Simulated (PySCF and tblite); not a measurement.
Results of a calculation; reference values are marked as such.
C4H6BNO2, numbered as in [N:1]#[C:2][C@@H:3]1[CH2:4][CH2:5][O:6][BH:7][O:8]1. Free energies: PBE0-D3(BJ)/def2-SVP (IEF-PCM, dimethylsulfoxide) on GFN2-xTB structures plus GFN2-xTB thermal terms, symmetry and mirror images included. Conformers within 3 kcal/mol (GFN2-xTB free energy) were kept, 10 at most. GIAO shieldings: wB97X-D/pcSseg-1 (IEF-PCM, dimethylsulfoxide). Shifts are against TMS (¹H), TMS (¹³C) at the same level; of two unlike H on one atom, a is the less shielded. Programs: PySCF with density fitting and tblite.

The 6-ring runs over atoms 3–4–5–6–7–8.

```tsv
conformer	shape	point group	mirror pair	ΔE(DFT)	Δ(G−E) at 200 K	δ H5a (ppm)
1	6-ring envelope (ring torsions -52, 27, 0, 1, -28, 53°)	C1	no	0.00	0.00	4.69
2	6-ring envelope (ring torsions 52, -27, -1, 1, 27, -52°)	C1	no	0.03	-0.10	4.46
```

Energies in kcal/mol; the thermal term leaves out symmetry numbers and mirror images.

Q: Work out the weights at 200 K and the ¹H shift of H5a under fast exchange.

A: RT = 0.397 kcal/mol. Each conformer gets RT ln(σ/g), with σ the rotational symmetry number and g = 2 for a mirror pair: 1: σ = 1, g = 1, G = 0.00 + 0.00 + 0.00 = 0.00, 0.08 above the lowest, exp(−ΔG/RT) = 0.822; 2: σ = 1, g = 1, G = 0.03 − 0.10 + 0.00 = -0.08, 0.00 above the lowest, exp(−ΔG/RT) = 1.000. The sum is 1.822, so the weights are 45.1, 54.9 %. The averaged shift is 4.57 ppm. At 298.15 K it is 4.57 ppm. At 298.15 K the leading conformer alone gives 4.46 ppm and bare DFT energies give 4.58 ppm.


Conformer gaps in def2-SVP on xTB geometries can be 2 kcal/mol too large for S=O, P=O and other polar bonds.